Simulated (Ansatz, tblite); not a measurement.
Isomers of GeO2⁻ (doublet), found by a short tight-binding search and relaxed with PBE-D4/def2-TZVPD in Ansatz.

The xTB rows come from tblite. B3LYP takes the VWN-RPA correlation. Correlated methods freeze 11 core orbitals; core or outer-core shells of Ge are correlated, in sets that lack core-valence functions.

A: At PBE-D4/def2-TZVPD the highest occupied level of the charge -1 doublet lies above zero (up to 0.21 eV). By energy differences its removal costs 2.95 eV (vertical, to the charge 0 singlet, at PBE-D4/def2-TZVPD); a positive level beside a positive removal energy at the same level points to self-interaction error. B: At CCSD(T)/def2-TZVPPD the charge -1 doublet is spin-contaminated (final ⟨S²⟩ up to 0.84, 0.75 for a pure state). At PBE-D4/def2-TZVPD, r2SCAN-D4/def2-TZVPD, B3LYP-D4/def2-TZVPD, PBE0-D4/def2-TZVPD the highest occupied level of the charge -1 doublet lies above zero (up to 2.09 eV). It is a level of α spin, whose loss leaves a singlet; that state wasn't run at this geometry and level. The electron is either unbound and held by the finite basis, or the level is raised by self-interaction error.

Other spin states were run for one of them alone.

A:

```xyz
3

Ge   -0.1808    0.4088    0.1325
O     1.1349   -0.1199    1.0982
O    -0.9541   -0.2889   -1.2307
```

B:

```xyz
3

Ge    0.209   -0.708    0.896
O     0.542    0.736   -0.297
O    -0.751   -0.027   -0.599
```

Task: Estimate their order by electronic energy at PBE-QIDH/def2-TZVPD, counted from the lowest.

Result: A (0.0) < B (62.7), in kcal/mol.

Task: Do the other levels pick the same lowest one?

Result: All that were run do. Energies above each level's lowest (kcal/mol):

```json
{"level": "GFN1-xTB", "A": "0.0", "B": "82.2"}
{"level": "GFN2-xTB", "A": "0.0", "B": "74.3"}
{"level": "HF/def2-TZVPPD", "A": "0.0", "B": "55.8"}
{"level": "PBE-D4/def2-TZVPD", "A": "0.0", "B": "60.4"}
{"level": "r2SCAN-D4/def2-TZVPD", "A": "0.0", "B": "61.3"}
{"level": "B3LYP-D4/def2-TZVPD", "A": "0.0", "B": "61.0"}
{"level": "PBE0-D4/def2-TZVPD", "A": "0.0", "B": "58.7"}
{"level": "PBE-QIDH/def2-TZVPD", "A": "0.0", "B": "62.7"}
{"level": "MP2/def2-TZVPPD", "A": "0.0", "B": "74.2"}
{"level": "CCSD/def2-TZVPPD", "A": "0.0", "B": "60.6"}
{"level": "CCSD(T)/def2-TZVPPD", "A": "0.0", "B": "62.5"}
```
Point groups (tolerance 0.1 Å): A C2v, B C2v. Lower isomers may exist.
